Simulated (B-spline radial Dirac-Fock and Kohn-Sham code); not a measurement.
## What relativity does to the binding energies of Tb⁵³⁺

System: Tb⁵³⁺, configuration [Ne] 3s2.

Both columns are ΔSCF binding energies of the configuration average from a radial finite-basis atomic code: non-relativistic Hartree-Fock with a point nucleus, and Dirac-Fock with a finite nucleus and the Coulomb interaction alone, averaged over the two j levels with weights 2j+1.

```tsv
shell	Hartree-Fock (eV)	Dirac-Fock (eV)	shift (eV)	shift (%)
1s	53040.7	56325.3	+3284.58	+6.19
2s	11671.4	12587.4	+916.02	+7.85
2p	11322.4	11658.2	+335.73	+2.97
3s	4824.5	5110.0	+285.47	+5.92
```

Relativity binds 1s, 2s, 2p, 3s more strongly, among those listed most of all 2s in relative terms.

Values without a named source are computed, but for edge energies of neutral atoms, which are taken from tables.
